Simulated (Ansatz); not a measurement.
Abstraction of F: SiH(SiH3)F2 + C3H5F2 → SiH(SiH3)F + C3H5F3

Species: SiH(SiH3)F2, singlet; C3H5F2 `C[C](F)CF`, doublet; SiH(SiH3)F, doublet; C3H5F3 (1,2,2-trifluoropropane) `CC(F)(F)CF`, singlet. A radical takes F: the energy is the difference in strength between the Si–F bond broken and the C–F bond made.

Shapes, held fixed at every level: PBE0-D4/def2-TZVP. Flexible molecules stand in one conformer, not always the lowest. Programs: Ansatz 0.2.0. The zero-point and thermal change to 298 K, harmonic and unscaled (PBE0-D4/def2-TZVP), is +2.1 kJ/mol.

(1) Estimate ΔH(298 K) of this reaction.

## Answers

(1) The highest level, CCSD(T)/CBS estimate, gives ΔH(298 K) = +149.3 kJ/mol; the levels span +112.2 to +157.0. The column of differences is taken from that level and isn't an error. No measured value is set beside it here. Open shells run unrestricted. The CBS estimate extrapolates MP2 from def2-TZVPP and def2-QZVPP and adds CCSD(T) − MP2 in the triple-zeta set, cores frozen.

```csv
level,kind,ΔH(298 K) (kJ/mol),less CCSD(T)/CBS estimate
HF/def2-SVP,Hartree–Fock,+130.9,-18.4
BHLYP-D4/def2-TZVPP,global hybrid,+157.0,+7.7
PBE0-D4/def2-TZVPP,global hybrid,+139.9,-9.4
wB97X-V/def2-TZVPP,range-separated hybrid,+145.2,-4.1
CCSD/def2-SVP,coupled cluster or CI,+112.2,-37.1
CCSD(T)/def2-TZVPP,coupled cluster or CI,+143.3,-6.0
CCSD/def2-TZVPP,coupled cluster or CI,+147.0,-2.3
CCSD(T)/CBS estimate,coupled cluster or CI,+149.3,0.0
```
